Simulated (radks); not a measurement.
Results of a calculation; reference values are marked as such.
All-electron atom: Te8+ in [Kr] 4d8.

Code: a radial shooting solver on a logarithmic mesh with Libxc functionals. Model: Dirac Kohn-Sham, LB94 model potential, spin-unpolarised, spherical densities, finite nucleus; open shells fill j = l - 1/2 first; Fermi nuclear charge, rms radius 4.7423 fm.

Energy parts (eV):
part                   energy
kinetic            195639.709
electron-nucleus  -443147.563
Hartree             67739.338
(The LB94 potential has no energy functional, so no total or exchange-correlation energy is given.)

Orbitals (lengths in bohr, moments of r in powers of bohr; <r^-3> diverges for s and p1/2; r(90%) holds 90 % of the orbital's charge):
| orbital | occ. | eigenvalue (eV) | <1/r> | r(90%) | <r^-3> | <r^2> | small-component weight |
|---|---|---|---|---|---|---|---|
| 1s1/2 | 2 | -31891.12 | 55.63 | 0.0499 | - | 0.001045 | 3.67e-02 |
| 2s1/2 | 2 | -5020.311 | 12.96 | 0.185 | - | 0.01679 | 7.82e-03 |
| 2p1/2 | 2 | -4718.731 | 12.97 | 0.165 | - | 0.01242 | 7.87e-03 |
| 2p3/2 | 4 | -4441.203 | 11.99 | 0.172 | 4948 | 0.01371 | 7.49e-03 |
| 3s1/2 | 2 | -1114.688 | 4.599 | 0.472 | - | 0.1180 | 2.29e-03 |
| 3p1/2 | 2 | -989.2586 | 4.520 | 0.468 | - | 0.1126 | 2.24e-03 |
| 3p3/2 | 4 | -937.6997 | 4.281 | 0.483 | 938.5 | 0.1206 | 2.14e-03 |
| 3d3/2 | 4 | -715.4908 | 4.145 | 0.461 | 150.5 | 0.1018 | 2.03e-03 |
| 3d5/2 | 6 | -704.6109 | 4.083 | 0.466 | 139.6 | 0.1041 | 2.00e-03 |
| 4s1/2 | 2 | -295.6048 | 1.866 | 1.09 | - | 0.6413 | 6.66e-04 |
| 4p1/2 | 2 | -252.1004 | 1.764 | 1.15 | - | 0.7002 | 6.11e-04 |
| 4p3/2 | 4 | -241.7787 | 1.685 | 1.18 | 187.7 | 0.7481 | 5.76e-04 |
| 4d3/2 | 4 | -171.0975 | 1.468 | 1.35 | 24.01 | 0.9366 | 4.57e-04 |
| 4d5/2 | 4 | -169.3922 | 1.450 | 1.37 | 22.09 | 0.9552 | 4.49e-04 |

The highest occupied level is 4d5/2 at -169.39 eV. Summed over all electrons, <r^2> = 15.33 bohr^2, which gives a Langevin (diamagnetic) susceptibility term of -12.1 x 10^-6 cm^3/mol.
